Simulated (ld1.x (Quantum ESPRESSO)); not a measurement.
**Building the TM potential for cobalt (Co) (PBE, scalar-relativistic).**

- Element: Co (Z = 27)
- Generator: ld1.x (Quantum ESPRESSO) 7.5
- Type: norm-conserving Troullier–Martins (Kleinman–Bylander form)
- Functional: PBE
- Relativity: scalar-relativistic
- Frozen core: [Ar]
- Valence charge: 9
- Reference configuration: 3d7 4s1 4p0 (charge +1)
- Partial waves: 4s (bound): rc 2.35 bohr; 4p (bound, empty): rc 3.05 bohr; 3d (bound): rc 1.20 bohr
- Local potential: all-electron potential smoothed inside 1.70 bohr (lloc = -1)
- Core correction: Bessel-smoothed model core inside 0.60 bohr

- Cutoffs needed: 160 Ry and 260 Ry (the cutoffs (Ry, on a coarse ladder) from which the occupation-weighted sum of valence levels, in a spherical-Bessel basis at the reference potential, stays within 10 and 1 mRy of its value at 400 Ry)
- Ghost test: no extra level below or beside the all-electron valence levels (s, p, d, f tested) (spherical-Bessel basis up to 400 Ry, 20 bohr box)
- Largest excitation error: -247 meV (all-electron minus pseudo) for 3d6 4s0 4p0, out of 7 test configurations
